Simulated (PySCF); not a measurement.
## Working out the ionisation energy of V

V [Ar] 3d3 4s2 (4F) → V+ [Ar] 3d4 (5D). Calculation: PySCF 2.14, in pcseg-2 (6s4p3d2f1g, 56 functions); no relativity, point nucleus. Frozen: [Ar]. Energies in hartree (1 hartree = 27.21139 eV):

```json
{"part": "UHF", "V (lower)": "-942.873982", "V+ (upper)": "-942.653804"}
{"part": "MP2 opposite-spin", "V (lower)": "-0.029762", "V+ (upper)": "0.000000"}
{"part": "MP2 same-spin", "V (lower)": "-0.024434", "V+ (upper)": "-0.042663"}
```

**Question.** What does Hartree-Fock give?

**Answer.** (-942.653804) − (-942.873982) = 0.220178 hartree = 5.991 eV.

**Question.** What do MP2 and SCS-MP2 (6/5 opposite-spin, 1/3 same-spin) give?

**Answer.** The opposite-spin parts differ by 0.810 eV and the same-spin parts by -0.496 eV. MP2: 5.991 + (0.810) + (-0.496) = 6.305 eV. SCS-MP2: 5.991 + 1.2 × (0.810) + (-0.496)/3 = 6.798 eV.

Measured between the centres of the two terms (NIST): 6.732 eV, so MP2 (valence) is off by -0.427 eV.

The calculation is non-relativistic.

What remains against the reference includes basis incompleteness, the frozen core and correlation beyond second order.
